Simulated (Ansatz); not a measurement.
Method: PBE-D3(BJ)/def2-SVP (Ansatz, a program for electronic structure). No frequencies were computed at this level.

Ansatz 0.2 input:
```yaml
crystal:
  periodic: [false, false, false]
  atoms:
    - { symbol: C, position_ang: [-2.997302, -0.171399, 0.297569] }
    - { symbol: C, position_ang: [-1.869858, -0.194403, -0.735887] }
    - { symbol: Ga, position_ang: [-0.00147, 0.009134, 0.141124] }
    - { symbol: I, position_ang: [-0.043138, 0.377088, 2.652667] }
    - { symbol: C, position_ang: [1.895073, -0.038089, -0.696699] }
    - { symbol: C, position_ang: [2.985409, 0.285771, 0.326018] }
    - { symbol: H, position_ang: [-2.889617, -0.989915, 1.013027] }
    - { symbol: H, position_ang: [-3.96893, -0.272622, -0.187373] }
    - { symbol: H, position_ang: [-2.996344, 0.766542, 0.857713] }
    - { symbol: H, position_ang: [-1.891922, -1.134041, -1.302628] }
    - { symbol: H, position_ang: [-2.008338, 0.61337, -1.466055] }
    - { symbol: H, position_ang: [1.929287, 0.67602, -1.529407] }
    - { symbol: H, position_ang: [2.066317, -1.031639, -1.130753] }
    - { symbol: H, position_ang: [2.971766, -0.428327, 1.152611] }
    - { symbol: H, position_ang: [2.846307, 1.285615, 0.743664] }
    - { symbol: H, position_ang: [3.972761, 0.246896, -0.135591] }
basis:
  gaussian: { orbitals: def2-svp }
hamiltonian:
  xc: pbe
  dispersion: d3bj
relax:
  max_steps: 150
```

Output:

```
Functional definition: PBE
1883 factors; their error is unknown
mean field evaluation 1: about -64746.5216 eV, gradient 9.2e1 eV
mean field evaluation 2: about -64665.1335 eV, gradient 1.7e2 eV
mean field evaluation 4: about -64767.0862 eV, gradient 1.0e1 eV
mean field evaluation 8: about -64767.3738 eV, gradient 1.9e-1 eV
mean field evaluation 16: about -64767.3037 eV, gradient 3.0e-3 eV
mean field -64767.30369897 eV, -2380.1545100819 hartree, gradient 3.5e-5 eV, S^2 0.000000; 0 other end points of the search recorded, 0 dependent functions left out
reference -64767.30374110 eV, -2380.1545116300 hartree; 45, 45 occupied and 119, 119 virtual orbitals, 1883 factors
relax step   1: F+E_penalty+E_count = -64767.68427267 eV  Δ(F+E_penalty+E_count) = +0.000e0 eV  max|allowed force component| = 1.086e0 eV/Å  Δτ_max = 0.0000 Å  (30 SCF iters, accepted)
these checks for a lower state are left out or cut short: starts, cluster_reference, orbital_swaps, neighbouring_geometries, increment
1883 factors; their error is unknown
mean field -64767.44085112 eV, -2380.1595503305 hartree, gradient 1.8e-5 eV, S^2 0.000000; 0 other end points of the search recorded, 0 dependent functions left out
reference -64767.44089335 eV, -2380.1595518826 hartree; 45, 45 occupied and 119, 119 virtual orbitals, 1883 factors
relax step   2: F+E_penalty+E_count = -64767.82137077 eV  Δ(F+E_penalty+E_count) = -1.371e-1 eV  max|allowed force component| = 3.179e-1 eV/Å  Δτ_max = 0.1090 Å  (28 SCF iters, accepted)
these checks for a lower state are left out or cut short: starts, cluster_reference, orbital_swaps, neighbouring_geometries, increment
1883 factors; their error is unknown
mean field evaluation 32: about -64767.4612 eV, gradient 1.8e-3 eV
mean field -64767.46121769 eV, -2380.1602987883 hartree, gradient 1.9e-5 eV, S^2 0.000000; 0 other end points of the search recorded, 0 dependent functions left out
reference -64767.46125955 eV, -2380.1603003266 hartree; 45, 45 occupied and 119, 119 virtual orbitals, 1883 factors
relax step   3: F+E_penalty+E_count = -64767.84410329 eV  Δ(F+E_penalty+E_count) = -2.273e-2 eV  max|allowed force component| = 1.240e-1 eV/Å  Δτ_max = 0.0463 Å  (30 SCF iters, accepted)
these checks for a lower state are left out or cut short: starts, cluster_reference, orbital_swaps, neighbouring_geometries, increment
1883 factors; their error is unknown
mean field -64767.46447601 eV, -2380.1604185293 hartree, gradient 1.9e-5 eV, S^2 0.000000; 0 other end points of the search recorded, 0 dependent functions left out
reference -64767.46451784 eV, -2380.1604200666 hartree; 45, 45 occupied and 119, 119 virtual orbitals, 1883 factors
relax step   4: F+E_penalty+E_count = -64767.84660247 eV  Δ(F+E_penalty+E_count) = -2.499e-3 eV  max|allowed force component| = 5.741e-2 eV/Å  Δτ_max = 0.0176 Å  (30 SCF iters, accepted)
these checks for a lower state are left out or cut short: starts, cluster_reference, orbital_swaps, neighbouring_geometries, increment
1883 factors; their error is unknown
mean field -64767.46598266 eV, -2380.1604738976 hartree, gradient 1.9e-5 eV, S^2 0.000000; 0 other end points of the search recorded, 0 dependent functions left out
reference -64767.46602447 eV, -2380.1604754339 hartree; 45, 45 occupied and 119, 119 virtual orbitals, 1883 factors
relax step   5: F+E_penalty+E_count = -64767.84731188 eV  Δ(F+E_penalty+E_count) = -7.094e-4 eV  max|allowed force component| = 2.612e-2 eV/Å  Δτ_max = 0.0188 Å  (30 SCF iters, accepted)
these checks for a lower state are left out or cut short: starts, cluster_reference, orbital_swaps, neighbouring_geometries, increment
1883 factors; their error is unknown
mean field -64767.46665081 eV, -2380.1604984515 hartree, gradient 1.9e-5 eV, S^2 0.000000; 0 other end points of the search recorded, 0 dependent functions left out
reference -64767.46669260 eV, -2380.1604999874 hartree; 45, 45 occupied and 119, 119 virtual orbitals, 1883 factors
relax step   6: F+E_penalty+E_count = -64767.84745753 eV  Δ(F+E_penalty+E_count) = -1.456e-4 eV  max|allowed force component| = 8.607e-3 eV/Å  Δτ_max = 0.0108 Å  (30 SCF iters, accepted)
1883 factors; their error is unknown
mean field evaluation 64: about -64767.5366 eV, gradient 3.2e-1 eV
mean field -64767.46665081 eV, -2380.1604984515 hartree, gradient 2.3e-5 eV, S^2 0.000000; 1 other end points of the search recorded, 0 dependent functions left out
reference -64767.46669260 eV, -2380.1604999874 hartree; 45, 45 occupied and 119, 119 virtual orbitals, 1883 factors
Total energy: -64767.84749932 eV, -2380.1744943762 hartree
Atom 0 at    -2.997587    -0.179318     0.259575 Å, force     0.004993     0.000579     0.003815 eV/Å
Atom 1 at    -1.784666    -0.187383    -0.672433 Å, force    -0.008355    -0.000774    -0.005046 eV/Å
Atom 2 at    -0.002388     0.018773     0.184925 Å, force    -0.000052     0.000083     0.002419 eV/Å
Atom 3 at    -0.043432     0.386618     2.708537 Å, force    -0.000029     0.000483     0.001463 eV/Å
Atom 4 at     1.807449    -0.022980    -0.637786 Å, force     0.008608    -0.000602    -0.004672 eV/Å
Atom 5 at     2.987060     0.279635     0.287906 Å, force    -0.005145     0.000757     0.003534 eV/Å
Atom 6 at    -2.952034    -1.002656     1.000892 Å, force     0.000014    -0.000330    -0.001733 eV/Å
Atom 7 at    -3.948498    -0.289930    -0.303735 Å, force     0.000562    -0.000032    -0.001068 eV/Å
Atom 8 at    -3.061862     0.762171     0.841703 Å, force    -0.000176     0.000027    -0.001984 eV/Å
Atom 9 at    -1.729930    -1.128338    -1.264768 Å, force     0.001625     0.000176     0.002093 eV/Å
Atom 10 at    -1.847227     0.627609    -1.428642 Å, force     0.001695    -0.000169     0.002012 eV/Å
Atom 11 at     1.768702     0.683968    -1.496718 Å, force    -0.001518     0.000677     0.001955 eV/Å
Atom 12 at     1.900746    -1.032894    -1.097704 Å, force    -0.002027     0.000953     0.001735 eV/Å
Atom 13 at     3.033758    -0.429903     1.138637 Å, force     0.000227    -0.000838    -0.001677 eV/Å
Atom 14 at     2.913186     1.293742     0.730298 Å, force     0.000077    -0.000492    -0.001839 eV/Å
Atom 15 at     3.956724     0.220888    -0.250687 Å, force    -0.000499    -0.000496    -0.001006 eV/Å
Dipole moment:     0.009418    -0.084870    -0.579879 e Å
```

Cost: roughly 28 core-seconds.
